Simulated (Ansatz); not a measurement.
Cost and result for the atomization energy of `F[B](F)[SnH3]` (7 atoms, 6 bonds).

Charge 0, multiplicity 1. Correlated methods include outer-core shells of Sn, which these sets cover unevenly. Sn takes the def2 core potential. All single points use the PBE0-D4/def2-TZVP geometry. Program: Ansatz. All runs use 2 threads of an Arm Neoverse V1 on a shared host. Times are those of one run each, without the atoms' runs, and a repeat can differ threefold. Electronic energies, without spin–orbit coupling; frozen cores. CCSD(T)/CBS adds CCSD(T) − MP2 in def2-TZVPP to the MP2 limit, and its time is that of the two runs behind it. T1 = 0.014. With those shells the extrapolation isn't a true limit. B3LYP takes the VWN-RPA correlation (the form of Gaussian; ORCA's B3LYP/G).

CCSD(T)/CBS is a level of theory with its own doubt, some kJ/mol a heavy atom from the limit and from the frozen cores, so smaller differences don't rank the functionals.

```csv
level,functions,wall time,atomization (kJ/mol),difference from CCSD(T)/CBS,per bond
LDA (SPW92)/def2-TZVPP,185,1.4 s,2679.5,354.0,59.0
BLYP-D4/def2-TZVPP,185,2.2 s,2306.2,-19.3,-3.2
PBE-D4/def2-TZVPP (with forces),185,2.7 s,2345.9,20.4,3.4
PBE0-D4/def2-TZVPP,185,2.9 s,2297.7,-27.8,-4.6
B3LYP-D4/def2-TZVPP (with forces),185,4 s,2305.2,-20.3,-3.4
CCSD(T)/def2-SVP,83,4.9 s,2194.9,-130.6,-21.8
r2SCANh-D4/def2-TZVPP,185,5 s,2307.3,-18.2,-3.0
B2PLYP/def2-TZVPP,185,6 s,2290.1,-35.4,-5.9
B97M-V/def2-TZVPP,185,8 s,2353.8,28.3,4.7
ωB97M-V/def2-TZVPP (with forces),185,12 s,2322.8,-2.7,-0.4
MP2/def2-QZVPP,343,16 s,2341.7,16.2,2.7
CCSD(T)/def2-TZVPP,185,120 s,2274.1,-51.4,-8.6
CCSD(T)/CBS(def2),–,2.3 min,2325.5,0.0,0.0
```

At CCSD(T), def2-SVP lies −130.6 kJ/mol from the extrapolated value and def2-TZVPP −51.4 kJ/mol: correlation converges slowly with the basis, and small sets miss more of it in the bonded molecule than in its fragments. From r2SCAN to r2SCAN0 (25 % exact exchange), in def2-TZVPP and without D4, the atomization energy moves by −48.2 kJ/mol: exact exchange takes away binding that semilocal exchange gives to molecules. In def2-TZVPP, CCSD(T) changes the Hartree–Fock value by +547.4 kJ/mol (the triples alone add +34.5 kJ/mol) and MP2 by +584.1 kJ/mol; breaking electron pairs costs correlation energy, which Hartree–Fock lacks.

Spin–orbit coupling would lower the free Sn atoms strongly, and the atomization energy with them, by more than many differences here. For some Ge, Se and Sn compounds the MP2-based and the directly extrapolated limit differ by 10 to 25 kJ/mol.
